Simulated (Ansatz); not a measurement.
Reaction (substitution at a C–C bond): `CC1OB1N` + `[CH3][SnH]([NH2])[OH]` → `C[O][SnH]([CH3])[NH2]` + `NB1CO1`

Computed with Ansatz on PBE0-D4/def2-TZVP structures; ΔE is electronic, products minus reactants. CCSD(T)/CBS is the MP2 limit (def2-TZVPP, def2-QZVPP) plus CCSD(T) − MP2 in def2-TZVPP, frozen cores. Functionals use def2-TZVPP. B3LYP here is the variant with VWN-RPA as its local correlation; programs differ in this. Elements past krypton have def2 core potentials. For Sn outer-core shells are correlated without core-valence functions, which leaves a few kJ/mol of doubt a bond. Each species was taken in one conformer, which may not be the lowest.

`CC1OB1N`:

Cartesian coordinates in Å:
```
C 0.182 -0.682 1.540
C 0.665 -0.418 0.147
O -0.145 -1.079 -0.933
B -0.133 0.270 -0.933
N -0.686 1.313 -1.655
H 0.710 -0.031 2.243
H -0.888 -0.486 1.639
H 0.371 -1.718 1.838
H 1.727 -0.609 -0.002
H -1.293 1.163 -2.443
H -0.510 2.277 -1.441
```

`[CH3][SnH]([NH2])[OH]`:

Cartesian coordinates in Å:
```
C 0.235 -0.163 -1.739
Sn -0.567 -0.007 0.223
N 0.668 -0.579 1.720
O -0.764 1.937 0.466
H 1.233 0.275 -1.753
H 0.292 -1.206 -2.051
H -0.401 0.388 -2.432
H -2.069 -0.778 0.506
H 1.653 -0.601 1.497
H 0.420 -1.448 2.172
H -0.700 2.183 1.392
```

`C[O][SnH]([CH3])[NH2]`:

```xyz
14

C     2.229   -0.635   -0.288
O     1.075   -0.183   -0.939
Sn   -0.367    0.686    0.104
C    -1.397   -0.830    1.185
N    -1.629    1.529   -1.219
H     2.940   -0.993   -1.039
H     2.029   -1.471    0.400
H     2.732    0.157    0.289
H     0.377    1.915    1.033
H    -0.720   -1.316    1.887
H    -2.231   -0.395    1.734
H    -1.776   -1.575    0.485
H    -1.200    2.248   -1.787
H    -2.061    0.863   -1.846
```

`NB1CO1`:

Cartesian coordinates in Å:
```
N -1.445 -0.391 -0.249
B -0.175 0.117 -0.042
C 1.304 0.109 0.243
O 0.450 1.311 -0.011
H -2.238 0.194 -0.445
H -1.647 -1.373 -0.214
H 2.048 -0.050 -0.534
H 1.704 0.083 1.253
```

Q: Is it downhill or uphill in electronic energy at CCSD(T)/CBS, and by how much? (An estimate is asked.)

A: The calculation gave: Uphill: ΔE = +72.6 kJ/mol.

Q: What do these levels give: PBE-D4, B3LYP-D4, B3LYP, SCS-MP2/def2-TZVPP, MP2/def2-QZVPP, CCSD/CBS(def2)? (Estimate.)

A: Computed: PBE-D4 70.2, B3LYP-D4 66.0, B3LYP 67.0, SCS-MP2/def2-TZVPP 70.9, MP2/def2-QZVPP 77.1, CCSD/CBS(def2) 72.1 kJ/mol.

Largest T1 diagnostic among the species: 0.013.

In def2-TZVPP, CCSD(T) changes the Hartree–Fock value by +7.0 kJ/mol (the triples alone add +0.5 kJ/mol) and MP2 by +12.5 kJ/mol.
